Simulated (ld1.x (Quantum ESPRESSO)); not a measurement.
**Transferability test, PAW potential for Zn (Z = 30)**

- Element: zinc (Zn)
- Generator: ld1.x (Quantum ESPRESSO) 7.5
- Type: PAW
- Functional: PBE
- Relativity: fully relativistic
- Frozen core: [Ne]
- Valence charge: 20
- Reference configuration: 3s2 3p6 3d9 4s0 4p0 (charge +3)
- Partial waves: 3s (bound): rcut 0.90, rcutus 1.05 bohr; 4s (bound, empty): rcut 0.90, rcutus 1.05 bohr; 3p (bound): rcut 1.00, rcutus 1.15 bohr; 4p (bound, empty): rcut 1.00, rcutus 1.15 bohr; 3d (bound): rcut 1.00, rcutus 1.10 bohr; 3d channel at -3.3 Ry: rcut 1.00, rcutus 1.10 bohr
- Local potential: all-electron potential smoothed inside 0.80 bohr (lloc = -1)
- Core correction: a·sin(br)/r model core inside 0.65 bohr
- Augmentation charge: BESSEL, radius 0.90 bohr

Open shells are filled in proportion to 2j + 1 (rel_dist='average').

Energies are relative to the spin-unpolarised reference configuration 3s2 3p6 3d9 4s0 4p0; without spin polarisation the order of configurations can differ from experiment.

```
 valence configuration  charge  ΔE all-electron (eV)  error AE − PS (meV)
  3s2 3p6 3d10 4s2 4p0       0               -68.865                 +2.1
  3s2 3p6 3d10 4s0 4p0      +2               -40.534                 +9.2
3s2 3p6 3d10 4s1.5 4p0    +0.5               -64.924                 +2.9
  3s2 3p6 3d10 4s1 4p1       0               -63.780                 +5.9
  3s1 3p6 3d10 4s2 4p0      +1                69.178                 -3.5
   3s2 3p6 3d9 4s2 4p0      +1               -50.964                 +2.0
```

**Question.** What are ΔE and the potential's error for 3s2 3p6 3d10 4s1 4p0?

**Answer.** ΔE = -58.977 eV all-electron; the error (AE − PS) is +4.3 meV.

Levels in the configuration 3s1 3p6 3d10 4s2 4p0:

```json
{"level": "3s j=1/2", "all-electron (eV)": "-147.555", "pseudo (eV)": "-147.561"}
{"level": "3p j=1/2", "all-electron (eV)": "-103.654", "pseudo (eV)": "-103.659"}
{"level": "3p j=3/2", "all-electron (eV)": "-100.528", "pseudo (eV)": "-100.533"}
{"level": "3d j=3/2", "all-electron (eV)": "-27.523", "pseudo (eV)": "-27.520"}
{"level": "3d j=5/2", "all-electron (eV)": "-27.131", "pseudo (eV)": "-27.128"}
{"level": "4s j=1/2", "all-electron (eV)": "-15.980", "pseudo (eV)": "-15.981"}
```

The ghost test of this file was not conclusive.
